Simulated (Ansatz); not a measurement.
A nudged elastic band was laid between two geometries of Cl4Ge + H4OSi (11 atoms, charge 0, multiplicity 1).

Method: Ansatz 0.2.0, RHF/def2-SVP.

```yaml
movable_images: 5
climbing_image: yes
spring: 5.0 eV/Å²
optimiser: quadratic models (default)
start_path: through a guess of the saddle point
force_threshold: 0.2 eV/Å
iteration_limit: 60
end_points: relaxed
```

Initial state:

```xyz
11
Properties=species:S:1:pos:R:3
Ge 0.769 0.193 -0.117
Cl 0.656 0.079 2.006
Cl 2.821 0.426 -0.641
Cl -0.303 1.867 -0.849
Cl 0.071 -1.608 -1.002
O -2.529 -0.269 0.913
Si -3.808 -1.016 0.173
H -3.570 -2.469 0.018
H -5.045 -0.835 0.969
H -3.964 -0.392 -1.153
H -2.361 -0.410 1.831
```

Final state:

```xyz
11
Properties=species:S:1:pos:R:3
Ge -0.229 -0.137 -0.738
Cl -1.048 0.951 3.402
Cl 1.475 -0.891 0.271
Cl -0.065 1.961 -0.991
Cl -0.419 -1.077 -2.640
O -1.633 -0.493 0.198
Si -3.177 -1.123 0.087
H -3.099 -2.563 -0.229
H -3.816 -0.916 1.398
H -3.923 -0.416 -0.972
H -1.330 0.271 2.362
```

(1) Which bonds break or form, and what moves?

(2) Give the energies along the band, and the barrier.

(3) What is the geometry of the highest image?

The band took 24 iterations and about 20 core-minutes.

## Answers

(1) Bonds broken: Ge1–Cl2, O6–H11. Bonds formed: Ge1–O6, Cl2–H11. Cl4Ge + H4OSi becomes Cl3GeH3OSi + ClH.

(2) The forces met the threshold. The highest image is number 3 of 0 to 6, 1.44 eV above the first end and 1.37 eV above the last; the last end lies 0.06 eV above the first. The threshold of 0.2 eV/Å is loose, so the images may lie well off the minimum-energy path. A structure lower than the last end lies on the path between it and the top, so the climb from that side starts below the end, which may itself be a saddle point or a shallow side well. Neighbouring images differ by up to 1.4 eV, so the band resolves the path poorly. The order of the point at the top wasn't checked. The orbitals stay closed-shell, which can raise the energy where a bond breaks towards radicals; this wasn't checked here.

```tsv
image	path coordinate (Å)	energy (eV)	Ge1–Cl2 (Å)	O6–H11 (Å)	Ge1–O6 (Å)
0	0.00	0.00	2.13	0.94	3.49
1	1.29	0.22	2.14	0.94	2.88
2	2.57	0.82	2.23	0.95	2.16
3	3.86	1.44	2.83	1.07	1.84
4	5.50	0.07	4.21	2.31	1.72
5	7.15	0.06	4.78	2.43	1.72
6	8.79	0.06	4.36	2.32	1.72
```

(3) 
```xyz
11
Properties=species:S:1:pos:R:3
Ge -0.196 0.041 -0.293
Cl -0.451 1.020 2.354
Cl 1.673 -0.729 0.310
Cl -0.348 2.050 -0.926
Cl -0.638 -1.090 -2.090
O -1.675 -0.566 0.619
Si -3.253 -1.173 0.213
H -3.111 -2.584 -0.159
H -4.014 -0.991 1.456
H -3.766 -0.343 -0.883
H -1.486 -0.067 1.546
```

Run time: 5.5 min on 4 threads of Arm Neoverse V2, on a shared host, peak memory 0.49 GiB.
